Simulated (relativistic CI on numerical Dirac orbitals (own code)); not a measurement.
Hyperfine structure of Ta³⁴⁺, mass number 181

Computed by Dirac-Coulomb-Breit CI, KLI orbitals optimised for each configuration, model QED, unscaled Slater integrals (own radial code, finite nucleus).

Configurations in the expansion (outside the closed core [Ar] 3d10): 4s2 4p6 4d3, 4s2 4p6 4d2 4f, 4s2 4p5 4d4, 4s 4p6 4d4, 4s 4p6 4d3 4f, 4s2 4p6 4d2 5s, 4s2 4p6 4d 4f 5s, 4s2 4p6 4d2 5p, 4s2 4p6 4d2 5d, 4s2 4p5 4d3 5s, 4s2 4p6 4d 4f2, 4s2 4p6 4f3, 4s 4p6 4d 4f3, 4s2 4p6 4f2 5s, 4s2 4p6 4f2 5p, 4s2 4p6 4d 5s2, 4s2 4p6 4f 5s2, 4s 4p6 4d 4f 5s2, 4s2 4p6 5s2 5p. Double excitations out of closed p, d and f shells are left out; levels of such configurations are missing from the list, as are those of other unlisted configurations, and high levels can miss mixing partners. These lack a partner that the ground configuration has and come out too high: 4s2 4p6 4d2 5d, 4s2 4p5 4d3 5s.

Nuclear spin I = 7/2, μ = 2.365 μN, Q = 3.17 b (tables of Stone and Pyykkö). The electronic factors are computed for point nuclear moments, without core polarisation or the Bohr-Weisskopf and QED corrections.

```
              Level   E (eV)  A (MHz)  B (MHz)
 4s2 4p6 4d3 4F_3/2   0.0000    17100   -46600
 4s2 4p6 4d3 4F_5/2  13.7069     9801   -25500
 4s2 4p6 4d3 4P_1/2  18.1056    -6899         
 4s2 4p6 4d3 4F_7/2  31.1945     8237     -497
 4s2 4p6 4d3 4F_9/2  32.9755     8358    18100
 4s2 4p6 4d3 2P_1/2  35.5116    -2747         
4s2 4p6 4d3 2H_11/2  37.1158     9387   107000
```

Levels with J = 0, under 50 % of one LS term, or S terms without an open s electron are left out. Small factors come from cancelling terms and can be off by tens of per cent or more.

At this charge energies of transitions that change n are usually good to better than 1 %, and those within a shell (Δn = 0) to a few per cent. Terms inside the open d or f shell come out 10 to 20 % too wide with unscaled integrals.

Problem. Give the hyperfine levels of 4s2 4p6 4d3 4F_3/2 relative to its centre of gravity.

Solution. With K = F(F + 1) − I(I + 1) − J(J + 1), E = AK/2 + B[¾K(K + 1) − I(I + 1)J(J + 1)]/[2I(2I − 1)J(2J − 1)]: F = 2: -140400, F = 3: -55810, F = 4: 25930, F = 5: 78140 MHz.

LS names give the leading component of a level, which can be under half, so a name can repeat, a term be missing and a line seem to break the LS rules.
